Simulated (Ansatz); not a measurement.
C₅H₃AlF₆O₄ (`[OH][Al-]1([OH])[O]C(C(F)(F)F)=CC(C(F)(F)F)=[O+]1`), relaxed with RKS PBE0-D4/def2-TZVP in Ansatz from a PBE-D4/def2-SVP geometry. The force threshold is 0.005 eV/Å; the program also tests the step.

Charge 0, multiplicity 1.

Start:

```xyz
19

O    -0.760   -0.138    2.997
Al   -1.438   -0.363    1.441
O    -3.074   -0.819    1.248
O    -0.252   -1.465    0.495
C     0.662   -1.086   -0.313
C     1.564   -2.229   -0.818
F     0.823   -3.116   -1.509
F     2.543   -1.772   -1.626
F     2.131   -2.862    0.222
C     0.876    0.227   -0.765
C     0.017    1.263   -0.361
C     0.211    2.684   -0.925
F    -0.868    3.030   -1.654
F     1.301    2.762   -1.716
F     0.349    3.563    0.081
O    -0.972    1.152    0.439
H    -1.275   -0.270    3.806
H    -3.536   -0.998    0.418
H     1.697    0.438   -1.459
```

(1) How much energy does the relaxation release, and in how many steps? (Estimate.)

(2) Which bonds change most? (Estimate.)

(3) Give the relaxed structure. (Best estimate.)

## Answers

(1) Computed: 0.13 eV, in 10 steps.

(2) Computed: Al2–O16 from 1.875 to 1.841 Å; Al2–O4 from 1.875 to 1.841 Å; O1–Al2 from 1.713 to 1.691 Å; Al2–O3 from 1.710 to 1.689 Å.

(3) Computed: 
```xyz
19

O    -0.781   -0.150    2.992
Al   -1.400   -0.356    1.433
O    -3.011   -0.807    1.196
O    -0.225   -1.435    0.515
C     0.661   -1.068   -0.301
C     1.547   -2.214   -0.807
F     0.800   -3.094   -1.470
F     2.502   -1.778   -1.625
F     2.121   -2.832    0.217
C     0.867    0.223   -0.768
C     0.021    1.243   -0.351
C     0.198    2.659   -0.915
F    -0.886    2.999   -1.609
F     1.253    2.744   -1.722
F     0.356    3.527    0.075
O    -0.936    1.135    0.458
H    -1.295   -0.276    3.787
H    -3.453   -0.949    0.364
H     1.660    0.427   -1.468
```
